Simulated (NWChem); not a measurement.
System: CH3Cl2FSi; SMILES FC[SiH](Cl)Cl

The following NWChem deck was run.

```
start job
memory heap 200 mb stack 900 mb global 1100 mb
geometry units angstroms noautosym nocenter noautoz
  F     -2.157447    -0.005780    -0.753609
  C     -1.725759    -0.004613     0.569305
  Si     0.170778     0.000461     0.638228
  Cl     0.890390     1.694399    -0.296745
  Cl     0.899442    -1.689611    -0.296731
  H     -2.124695    -0.894138     1.076442
  H     -2.129449     0.882772     1.076427
  H      0.651977     0.001754     2.038086
end
basis spherical
  * library 6-31g*
end
dft
  xc hfexch
  iterations 150
  mulliken
end
task dft energy
esp
  recalculate
  probe 0.07
  range 0.3
  factor 1.0
  spacing 0.02
end
task esp
```

Output (shortened):

```
             Northwest Computational Chemistry Package (NWChem) 7.3.0
             --------------------------------------------------------

                             Geometry "geometry" -> ""
                             -------------------------

 Output coordinates in angstroms (scale by  1.889725989 to convert to a.u.)

  No.       Tag          Charge          X              Y              Z
 ---- ---------------- ---------- -------------- -------------- --------------
    1 F                    9.0000    -2.15744700    -0.00578000    -0.75360900
    2 C                    6.0000    -1.72575900    -0.00461300     0.56930500
    3 Si                  14.0000     0.17077800     0.00046100     0.63822800
    4 Cl                  17.0000     0.89039000     1.69439900    -0.29674500
    5 Cl                  17.0000     0.89944200    -1.68961100    -0.29673100
    6 H                    1.0000    -2.12469500    -0.89413800     1.07644200
    7 H                    1.0000    -2.12944900     0.88277200     1.07642700
    8 H                    1.0000     0.65197700     0.00175400     2.03808600

 Effective nuclear repulsion energy (a.u.)     355.2334221192

  xc_inp: hfexch multiplicative factor not found.

                                 NWChem DFT Module
                                 -----------------

 Summary of "ao basis" -> "ao basis" (spherical)
 ------------------------------------------------------------------------------
       Tag                 Description            Shells   Functions and Types
 ---------------- ------------------------------  ------  ---------------------
 F                           6-31g*                  6       14   3s2p1d
 C                           6-31g*                  6       14   3s2p1d
 Si                          6-31g*                  8       18   4s3p1d
 Cl                          6-31g*                  8       18   4s3p1d
 H                           6-31g*                  2        2   2s

            General Information
            -------------------
          SCF calculation type: DFT
          Wavefunction type:  closed shell.
          No. of atoms     :     8
          No. of electrons :    66
           Alpha electrons :    33
            Beta electrons :    33
          Charge           :     0
          Spin multiplicity:     1
          Use of symmetry is: off; symmetry adaption is: off
          Maximum number of iterations: 150
          AO basis - number of functions:    88
                     number of shells:    42
          Convergence on energy requested:  1.00D-06
          Convergence on density requested:  1.00D-05
          Convergence on gradient requested:  5.00D-04

              XC Information
              --------------
                     Hartree-Fock (Exact) Exchange  1.000

      Superposition of Atomic Density Guess
      -------------------------------------

 Sum of atomic energies:       -1346.24575674

      Non-variational initial energy
      ------------------------------

 Total energy =   -1347.671217
 1-e energy   =   -2570.301063
 2-e energy   =     867.396425
 HOMO         =      -0.327665
 LUMO         =       0.049174

     ---------------------------------------------
      Total Density - Mulliken Population Analysis
     ---------------------------------------------

    Atom       Charge   Shell Charges
 -----------   ------   -------------------------------------------------------
    1 F    9     9.49   2.00  0.95  3.41  1.01  2.12  0.01
    2 C    6     6.06   2.00  0.69  1.72  0.63  0.97  0.05
    3 Si  14    12.96   2.00  2.00  5.97  0.93  1.36  0.22  0.30  0.18
    4 Cl  17    17.42   2.00  2.00  5.98  1.38  3.71  0.57  1.77  0.01
    5 Cl  17    17.42   2.00  2.00  5.98  1.38  3.71  0.57  1.77  0.01
    6 H    1     0.80   0.47  0.33
    7 H    1     0.80   0.47  0.33
    8 H    1     1.05   0.47  0.58

   convergence    iter        energy       DeltaE   RMS-Dens  Diis-err
 ---------------- ----- ----------------- --------- --------- ---------
 d= 0,ls=0.0,diis     1  -1346.9371048051 -1.70D+03  8.64D-03  5.03D-01
 d= 0,ls=0.0,diis     2  -1346.9998248887 -6.27D-02  2.72D-03  1.39D-01
 d= 0,ls=0.0,diis     3  -1347.0150139849 -1.52D-02  8.32D-04  4.49D-03
 d= 0,ls=0.0,diis     4  -1347.0158399678 -8.26D-04  2.31D-04  4.21D-04
 d= 0,ls=0.0,diis     5  -1347.0159066482 -6.67D-05  7.59D-05  1.74D-05
  Resetting Diis
 d= 0,ls=0.0,diis     6  -1347.0159120456 -5.40D-06  2.40D-05  1.23D-06
 d= 0,ls=0.0,diis     7  -1347.0159124806 -4.35D-07  3.96D-06  6.33D-08

         Total DFT energy =    -1347.015912480585
      One electron energy =    -2571.777754697395
           Coulomb energy =      961.484656018332
    Exchange-Corr. energy =      -91.956235920682
 Nuclear repulsion energy =      355.233422119159

 Numeric. integr. density =        0.000000000000

                       DFT Final Molecular Orbital Analysis
                       ------------------------------------

 Vector   31  Occ=2.000000D+00  E=-4.814159D-01
              MO Center=  6.3D-01,  1.5D-03, -5.5D-02, r^2= 4.3D+00
   Bfn.  Coefficient  Atom+Function         Bfn.  Coefficient  Atom+Function
  ----- ------------  ---------------      ----- ------------  ---------------
    55      0.431188  4 Cl pz                73      0.431294  5 Cl pz
    59      0.242228  4 Cl pz                77      0.242289  5 Cl pz
    51     -0.166826  4 Cl pz                69     -0.166867  5 Cl pz
    88     -0.163601  8 H  s                 53     -0.153621  4 Cl px
    71     -0.153228  5 Cl px                17     -0.126919  2 C  px

 Vector   32  Occ=2.000000D+00  E=-4.680731D-01
              MO Center=  8.4D-01,  2.2D-03, -2.5D-01, r^2= 4.2D+00
   Bfn.  Coefficient  Atom+Function         Bfn.  Coefficient  Atom+Function
  ----- ------------  ---------------      ----- ------------  ---------------
    54      0.386929  4 Cl py                72      0.388144  5 Cl py
    55      0.258384  4 Cl pz                73     -0.258389  5 Cl pz
    53     -0.228545  4 Cl px                71      0.226472  5 Cl px
    58      0.219026  4 Cl py                76      0.219716  5 Cl py
    50     -0.149316  4 Cl py                68     -0.149785  5 Cl py

 Vector   33  Occ=2.000000D+00  E=-4.520168D-01
              MO Center= -5.5D-02, -1.5D-04,  2.6D-01, r^2= 4.4D+00
   Bfn.  Coefficient  Atom+Function         Bfn.  Coefficient  Atom+Function
  ----- ------------  ---------------      ----- ------------  ---------------
    53      0.324813  4 Cl px                71      0.324879  5 Cl px
    17      0.290908  2 C  px                88     -0.229472  8 H  s
    35     -0.225036  3 Si px                21      0.184742  2 C  px
     3     -0.182011  1 F  px                57      0.181676  4 Cl px
    75      0.181649  5 Cl px                20      0.175420  2 C  s

 Vector   34  Occ=0.000000D+00  E= 1.229868D-01
              MO Center=  2.5D-01,  6.8D-04,  5.9D-01, r^2= 4.8D+00
   Bfn.  Coefficient  Atom+Function         Bfn.  Coefficient  Atom+Function
  ----- ------------  ---------------      ----- ------------  ---------------
    39      1.002847  3 Si px                41     -0.948069  3 Si pz
    56     -0.622076  4 Cl s                 74     -0.622091  5 Cl s
    38      0.575098  3 Si s                 58      0.518150  4 Cl py
    76     -0.518214  5 Cl py                20      0.472011  2 C  s
    34      0.326857  3 Si s                 37     -0.230640  3 Si pz

 Vector   35  Occ=0.000000D+00  E= 1.350999D-01
              MO Center=  1.2D-01,  3.2D-04,  1.0D+00, r^2= 4.8D+00
   Bfn.  Coefficient  Atom+Function         Bfn.  Coefficient  Atom+Function
  ----- ------------  ---------------      ----- ------------  ---------------
    40      1.690401  3 Si py                56     -0.817235  4 Cl s
    74      0.817221  5 Cl s                 59     -0.350020  4 Cl pz
    77      0.350016  5 Cl pz                36      0.339617  3 Si py
    57      0.270617  4 Cl px                75     -0.271951  5 Cl px
    58      0.250197  4 Cl py                76      0.248738  5 Cl py

 Vector   36  Occ=0.000000D+00  E= 1.814349D-01
              MO Center= -5.0D-01, -1.3D-03,  5.0D-01, r^2= 5.2D+00
   Bfn.  Coefficient  Atom+Function         Bfn.  Coefficient  Atom+Function
  ----- ------------  ---------------      ----- ------------  ---------------
    20      1.638054  2 C  s                 39      1.174906  3 Si px
    38     -1.094319  3 Si s                 84     -0.425079  6 H  s
    86     -0.425076  7 H  s                 21      0.399989  2 C  px
    41      0.318982  3 Si pz                57     -0.317221  4 Cl px
    75     -0.318043  5 Cl px                23      0.277945  2 C  pz

     ---------------------------------------------
      Total Density - Mulliken Population Analysis
     ---------------------------------------------

    Atom       Charge   Shell Charges
 -----------   ------   -------------------------------------------------------
    1 F    9     9.43   2.00  0.93  3.28  1.05  2.16  0.02
    2 C    6     6.14   2.00  0.65  1.92  0.61  0.89  0.07
    3 Si  14    13.05   2.00  2.00  5.97  0.96  1.70  0.04  0.09  0.28
    4 Cl  17    17.33   2.00  2.00  5.98  1.35  3.61  0.62  1.75  0.02
    5 Cl  17    17.33   2.00  2.00  5.98  1.35  3.61  0.62  1.75  0.02
    6 H    1     0.81   0.53  0.29
    7 H    1     0.81   0.53  0.29
    8 H    1     1.11   0.50  0.61

     -------------------------------------------
      Total Density - Lowdin Population Analysis
     -------------------------------------------

    Atom       Charge   Shell Charges
 -----------   ------   -------------------------------------------------------
    1 F    9     9.23   1.99  0.93  3.18  0.84  2.26  0.03
    2 C    6     6.19   1.99  0.55  1.76  0.46  1.29  0.14
    3 Si  14    13.46   2.00  1.98  5.89  0.64  1.54  0.32  0.72  0.37
    4 Cl  17    17.18   2.00  1.99  5.92  1.15  3.36  0.67  2.08  0.02
    5 Cl  17    17.18   2.00  1.99  5.92  1.15  3.36  0.67  2.08  0.02
    6 H    1     0.85   0.50  0.36
    7 H    1     0.85   0.50  0.36
    8 H    1     1.05   0.50  0.55

     Multipole analysis of the density
     ---------------------------------

     L   x y z        total         alpha         beta         nuclear
     -   - - -        -----         -----         ----         -------
     0   0 0 0     -0.000000    -33.000000    -33.000000     66.000000

     1   1 0 0     -0.401619      0.324259      0.324259     -1.050136
     1   0 1 0     -0.001065      0.000847      0.000847     -0.002759
     1   0 0 1      1.286901      0.954874      0.954874     -0.622846

     2   2 0 0    -38.738213   -192.339615   -192.339615    345.941016
     2   1 1 0      0.002873      0.010964      0.010964     -0.019054
     2   1 0 1     -2.832487      2.182555      2.182555     -7.197597
     2   0 2 0    -39.823330   -196.531774   -196.531774    353.240217
     2   0 1 1     -0.007566      0.006331      0.006331     -0.020229
     2   0 0 2    -36.599640    -57.980972    -57.980972     79.362303

                     NWChem Electrostatic Potential Fit Module
                     -----------------------------------------

 Atom parameters

 Number of atoms is                                    8
 Number of basis functions is                         88

 Grid parameters

 Maximum number of grid points is                  37954
 Number of grid points is                          37953
 Grid range                                     0.300000 nm
 Grid spacing                                   0.020000 nm
 Probe radius                                   0.070000 nm
 Atom radius factor                             1.000000

 Atomic radii

    1    0.100000
    6    0.147000
    9    0.128000
   14    0.187000
   17    0.169000
 FASTESP  F
  using M.O. file = ./job.movecs

    Atom              Coordinates                           Charge

                                                  ESP

    1 F    -0.215745   -0.000578   -0.075361   -0.292120
    2 C    -0.172576   -0.000461    0.056931    0.167068
    3 Si    0.017078    0.000046    0.063823    0.699177
    4 Cl    0.089039    0.169440   -0.029675   -0.253107
    5 Cl    0.089944   -0.168961   -0.029673   -0.253203
    6 H    -0.212470   -0.089414    0.107644    0.030747
    7 H    -0.212945    0.088277    0.107643    0.030702
    8 H     0.065198    0.000175    0.203809   -0.129263
                                            ------------
                                                0.000000

 Dipole moment                                  1.405484

 Quadrupole moment Qxx                         -0.355390
                   Qyy                         -3.455456
                   Qzz                          3.810846

 RMS deviation kJ/mol                           0.069531

 RRMS %                                        23.645504
```

Level: Hartree-Fock/6-31G* (spherical d). Structure relaxed at the B3LYP/6-31G* (spherical d) level.
